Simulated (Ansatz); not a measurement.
Reactions of AlFH$_{4}$O$_{2}$Si (`[OH][Al]([F])[O][SiH3]`).

Calculated with Ansatz (gas phase, PBE0-D4/def2-TZVP geometries, no zero-point term in ΔE). CCSD(T)/CBS adds triple-zeta CCSD(T) − MP2 to the extrapolated MP2 energy (def2 sets, frozen cores). This one scheme is used for every species, atoms too. Open shells (•) are unrestricted, without spin–orbit coupling. Spin–orbit coupling would lower the free atoms: a little for Al, F, O, Si. Elements past krypton have def2 core potentials. For Br, Ga, Te outer-core shells are correlated without core-valence functions, so the limit isn't a true one: a few kJ/mol of doubt a bond, and 10 to 20 or more in all where bonds break to atoms. Scalar relativity is left out up to krypton. One conformer a species, not always the lowest.

Question: Order these by ΔE at CCSD(T)/CBS, lowest first. (An estimate is asked.)
A. `[OH][Al]([F])[O][SiH3]` → `[F][Al][O][SiH3]`• + `[OH]`•
B. `[OH][Al]([F])[O][SiH3]` → Al• + F• + 4 H• + 2 O• + Si•
C. `[OH][Al]([F])[O][SiH3]` → `[OH][Al]([OH])[F]` + `[SiH2]`
D. `[OH][Al]([F])[O][SiH3]` + H₂Te → `[OH][Al]([F])[TeH]` + `O[SiH3]`
E. `[OH][Al]([F])[O][SiH3]` + `BO` → `B[O][Al]([OH])[F]` + `O[SiH3]`
F. `[OH][Al]([F])[O][SiH3]` + `[OH][Ga]([OH])[OH]` → `[OH][Ga]([OH])[O][SiH3]` + `[OH][Al]([OH])[F]`
G. `[OH][Al]([F])[O][SiH3]` + HBr → `[OH][Al]([Br])[O][SiH3]` + H–F
H. `[OH][Al]([F])[O][SiH3]` + `O[SiH2]F` → `O[SiH](F)[SiH3]` + `[OH][Al]([OH])[F]`

Answer: F (+0.09 eV), G (+0.18 eV), E (+0.29 eV), D (+0.41 eV), H (+1.23 eV), C (+3.56 eV), A (+5.76 eV), B (+35.92 eV).

Largest T1 diagnostic: 0.018, for Al•.
